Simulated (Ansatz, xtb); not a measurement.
## Two structures of CH2AlBrSi

We compare X, a singlet given by its coordinates, with Y, a singlet given by its coordinates. Both are isolated molecules in the gas phase, relaxed with PBE0-D3(BJ)/def2-SVP.

X (Å):

```csv
atom,x (Å),y (Å),z (Å)
C,0.9542,1.2156,-0.8694
Al,0.9176,-0.1314,0.4495
Br,0.7385,0.9569,2.4913
Si,0.8398,2.7176,-0.0272
H,1.0337,1.0277,-1.9472
H,0.9773,-1.7079,0.4692
```

Close contacts (Å): C1–Al2 1.89, C1–Si4 1.73, Al2–Br3 2.32, Al2–Si4 2.89, C1–H5 1.10, Al2–H6 1.58.

Y (Å):

```yaml
atoms:
  - { symbol: C, position_ang: [0.2845, 0.6897, 1.2999] }
  - { symbol: Al, position_ang: [-0.0242, -1.0110, 2.1627] }
  - { symbol: Br, position_ang: [0.3294, -1.1297, 4.3946] }
  - { symbol: Si, position_ang: [-0.0609, 0.4598, -0.3429] }
  - { symbol: H, position_ang: [0.6135, 1.4531, 2.0153] }
  - { symbol: H, position_ang: [-0.5053, -2.3226, 1.4218] }
```

Close contacts (Å): C1–Al2 1.93, C1–Si4 1.69, Al2–Br3 2.26, Al2–Si4 2.91, C1–H5 1.10, Al2–H6 1.58.

Estimate which is lower in electronic energy at CCSD(T)/def2-TZVP, and by roughly how much.

Too close to call at this level: CCSD(T)/def2-TZVP gives E(Y) − E(X) = −1.29 kJ/mol.

The same difference at several levels:

```
               level              geometry  E(Y) − E(X) (kJ/mol)  departure from the last row (kJ/mol)  job, with rough time for the two
PBE0-D3(BJ)/def2-SVP  PBE0-D3(BJ)/def2-SVP                   +7.84                                 +9.13                optimisation, 56 s
        HF/def2-TZVP  PBE0-D3(BJ)/def2-SVP                   −5.59                                 −4.30           part of the CCSD(T) run
       MP2/def2-TZVP  PBE0-D3(BJ)/def2-SVP                   +0.75                                 +2.04           part of the CCSD(T) run
   CCSD(T)/def2-TZVP  PBE0-D3(BJ)/def2-SVP                   −1.29                                                      single point, 99 s
```

The largest departure from CCSD(T)/def2-TZVP is that of PBE0-D3(BJ)/def2-SVP, 9.13 kJ/mol. Levels run at GFN2-xTB geometries aren't shown.

With harmonic frequencies from PBE0-D3(BJ)/def2-SVP (ideal gas, rigid rotor, one conformer each, 400 K, 1 atm): the zero-point term adds −0.45 kJ/mol; ΔH is −1.26 and ΔG −2.76 kJ/mol.

The correlated steps freeze 20 core orbitals; the filled d shell of Br is correlated, in a basis made for valence electrons. Codes used: Ansatz 0.2.0; the last row on 2 threads of Arm Neoverse V1 on a shared host.
